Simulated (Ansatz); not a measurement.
Ansatz (a quantum-chemistry and plane-wave program) input (CCSDT/def2-SVP):

Ansatz 0.2 input:
```yaml
crystal:
  periodic: [false, false, false]
  atoms:
    - {symbol: Ti, position_ang: [-0.00000000, -0.00000000, -0.07658610]}
    - {symbol: H, position_ang: [0.00000000, 0.00000000, 1.68489420]}
basis:
  gaussian:
    orbitals: def2-SVP
magnetization: {spin_polarized: true, initial_magnetization: 3}
correlation: {method: ccsdt, electrons: outside_noble_gas}
```

End of the output:

```
cycle  14  -1.37690828 eV  change   -5.9e-4 eV  update   8.9e-4
cycle  15  -1.37781722 eV  change   -9.1e-4 eV  update   7.5e-4
cycle  16  -1.37848214 eV  change   -6.6e-4 eV  update   6.3e-4
cycle  17  -1.37893968 eV  change   -4.6e-4 eV  update   5.4e-4
cycle  18  -1.37938209 eV  change   -4.4e-4 eV  update   4.2e-4
cycle  19  -1.37989221 eV  change   -5.1e-4 eV  update   3.0e-4
cycle  20  -1.38018605 eV  change   -2.9e-4 eV  update   1.8e-4
cycle  21  -1.38021593 eV  change   -3.0e-5 eV  update   1.0e-4
cycle  22  -1.38018859 eV  change    2.7e-5 eV  update   6.2e-5
cycle  23  -1.38016070 eV  change    2.8e-5 eV  update   4.3e-5
cycle  24  -1.38015334 eV  change    7.4e-6 eV  update   3.2e-5
cycle  25  -1.38015135 eV  change    2.0e-6 eV  update   2.6e-5
cycle  26  -1.38013578 eV  change    1.6e-5 eV  update   2.0e-5
cycle  27  -1.38012244 eV  change    1.3e-5 eV  update   1.4e-5
cycle  28  -1.38011690 eV  change    5.5e-6 eV  update   9.9e-6
cycle  29  -1.38011604 eV  change    8.6e-7 eV  update   6.8e-6
cycle  30  -1.38011603 eV  change    1.3e-8 eV  update   5.0e-6
cycle  31  -1.38011391 eV  change    2.1e-6 eV  update   4.2e-6
cycle  32  -1.38011147 eV  change    2.4e-6 eV  update   3.6e-6
cycle  33  -1.38010875 eV  change    2.7e-6 eV  update   3.2e-6
cycle  34  -1.38010608 eV  change    2.7e-6 eV  update   2.9e-6
cycle  35  -1.38010170 eV  change    4.4e-6 eV  update   2.6e-6
cycle  36  -1.38009882 eV  change    2.9e-6 eV  update   2.3e-6
cycle  37  -1.38009803 eV  change    7.9e-7 eV  update   2.0e-6
cycle  38  -1.38009817 eV  change   -1.3e-7 eV  update   1.6e-6
cycle  39  -1.38009847 eV  change   -3.0e-7 eV  update   1.3e-6
cycle  40  -1.38009862 eV  change   -1.5e-7 eV  update   1.0e-6
cycle  41  -1.38009834 eV  change    2.8e-7 eV  update   8.1e-7
cycle  42  -1.38009810 eV  change    2.4e-7 eV  update   6.2e-7
Total energy: -23099.65191845 eV, -848.8965504964 hartree
```

The spin state was set by rule; other spins were not relaxed.
